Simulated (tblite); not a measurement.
Q: Write Cartesian coordinates for `C[C@]1(C(C1)(C)C)C(Cl)=O` as optimised with GFN2-xTB.

A: 
```xyz
20
C7H11ClO angstrom
C     -0.7230    0.7288   -1.5596
C     -0.6473   -0.1161   -0.3075
C     -1.9031   -0.0083    0.5265
C      0.1034   -1.4004   -0.3309
C      0.7289   -0.2158    0.3886
C      1.9194    0.4890   -0.2245
C      0.6958   -0.2987    1.8507
O      0.0803   -1.0558    2.5335
Cl     1.6942    0.9341    2.6572
H      0.0784    0.5046   -2.2561
H     -1.6698    0.5384   -2.0619
H     -0.6815    1.7874   -1.3098
H     -1.8430   -0.6098    1.4277
H     -2.0817    1.0279    0.8087
H     -2.7549   -0.3550   -0.0561
H     -0.2520   -2.2101    0.2890
H      0.5772   -1.7178   -1.2474
H      2.8345    0.1824    0.2772
H      2.0136    0.2366   -1.2762
H      1.8257    1.5691   -0.1320
```

Any rigid rotation of these coordinates is as good. Atoms count from 1 in this order. Of the pairs four or more bonds apart, O8···H13 is among the closest relative to their van der Waals radii: 2.26 Å, 83 % of the sum of Bondi's values. The 3-membered ring C2–C4–C5 has internal angles of 58.1° to 61.8°. The 7 C–C bonds span 1.465 Å (C5–C7, drawn single) to 1.545 Å (C2–C5, drawn single), a spread of 0.080 Å.

Bonds between heavy atoms (Å): C1–C2 1.512, C2–C3 1.511, C2–C4 1.488, C4–C5 1.521, C5–C6 1.513, C5–C7 1.465, C7=O8 1.191, C7–Cl9 1.780, C2–C5 1.545.

The geometry is computed with GFN2-xTB (gas phase).

Point group: C1 (no symmetry element, even within 0.4 Å). Its GFN2-xTB frequencies are all real (lowest 47 cm⁻¹). One conformer, not necessarily the lowest (C4–C5–C7–O8 -12°). 3 starts were optimised and ended at 0.00, 0.01 and 1.53 kcal/mol (GFN2-xTB); the lowest of these is shown.
